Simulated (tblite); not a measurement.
Compound: bromocyclopropane, C₃H₅Br.
Numbering: `[Br:1][CH:2]1[CH2:3][CH2:4]1` (hydrogens: H5 on C2; H6, H7 on C3; H8, H9 on C4)

Computed with GFN2-xTB (tblite), gas phase: L-BFGS steps from a force-field or distance-geometry start until the largest atomic force falls under 0.01 eV/Å.

Step 7: E = -354.4029 eV
```
atom  x, y, z in Å  |  force x, y, z in eV/Å
Br1     2.2052   -0.3223   -0.8994    0.121  -0.106  -0.112
C2      0.7423   -0.0244    0.3087   -0.068   0.002   0.077
C3     -0.5656   -0.7001    0.0547   -0.056  -0.052  -0.003
C4     -0.4166    0.7717   -0.1951    0.008   0.021   0.054
H5      1.1255    0.0940    1.3137   -0.137   0.039  -0.028
H6     -1.1548   -1.0251    0.9009    0.091   0.064   0.084
H7     -0.6567   -1.3803   -0.7794    0.085   0.116  -0.106
H8     -0.8872    1.4656    0.4868   -0.017  -0.025  -0.015
H9     -0.3786    1.1269   -1.2160   -0.028  -0.059   0.048
```

Step 8: E = -354.4055 eV
```
atom  x, y, z in Å  |  force x, y, z in eV/Å
Br1     2.2093   -0.3267   -0.9020    0.035  -0.079  -0.035
C2      0.7406   -0.0246    0.3109   -0.029  -0.018  -0.069
C3     -0.5662   -0.7023    0.0554   -0.015   0.064  -0.032
C4     -0.4161    0.7732   -0.1933   -0.025  -0.044   0.000
H5      1.1229    0.0953    1.3131   -0.093   0.036   0.043
H6     -1.1518   -1.0251    0.9048    0.075   0.041   0.053
H7     -0.6555   -1.3773   -0.7843    0.072   0.118  -0.049
H8     -0.8907    1.4669    0.4872    0.008  -0.041  -0.027
H9     -0.3789    1.1266   -1.2170   -0.028  -0.077   0.116
```

Step 9: E = -354.4075 eV
```
atom  x, y, z in Å  |  force x, y, z in eV/Å
Br1     2.2128   -0.3314   -0.9045   -0.036  -0.056   0.029
C2      0.7389   -0.0250    0.3112    0.060  -0.025  -0.108
C3     -0.5670   -0.7026    0.0555   -0.008   0.060  -0.037
C4     -0.4162    0.7731   -0.1916   -0.057  -0.021  -0.043
H5      1.1191    0.0969    1.3134   -0.064   0.026   0.052
H6     -1.1483   -1.0242    0.9086    0.064   0.020   0.015
H7     -0.6532   -1.3730   -0.7889    0.049   0.110  -0.004
H8     -0.8929    1.4671    0.4871    0.021  -0.041  -0.021
H9     -0.3797    1.1250   -1.2159   -0.028  -0.072   0.118
```

Task: Estimate the geometry and energy of step 10. (The exact step hangs on the optimiser's Hessian estimate; all steps are aligned on step 9, rigid shifts and turns removed.)

Result: E = -354.4093 eV, largest force 0.135 eV/Å
```
atom  x, y, z in Å  |  force x, y, z in eV/Å
Br1     2.2158   -0.3378   -0.9061   -0.086  -0.031   0.073
C2      0.7387   -0.0254    0.3103    0.073  -0.015  -0.112
C3     -0.5681   -0.7020    0.0550    0.036   0.064  -0.015
C4     -0.4174    0.7729   -0.1902   -0.036  -0.034  -0.035
H5      1.1142    0.0989    1.3138   -0.036   0.012   0.041
H6     -1.1426   -1.0235    0.9125    0.040  -0.005  -0.017
H7     -0.6505   -1.3661   -0.7938    0.017   0.070   0.011
H8     -0.8954    1.4667    0.4862    0.023  -0.019   0.010
H9     -0.3811    1.1224   -1.2129   -0.032  -0.041   0.043
```

The energy changes by -0.0018 eV. The first-order estimate −F·Δx gives -0.0027 eV and the mean of the old and new forces, exact on a quadratic surface, -0.0018 eV. The step makes an angle of 53° with the force vector and moves no atom by more than 0.009 Å.

What follows is the cost of the whole relaxation. Time: under 0.1 s wall. Hardware: one thread of an Arm Neoverse V1, no GPU, shared host with 32 logical CPUs at a one-minute load of 11.
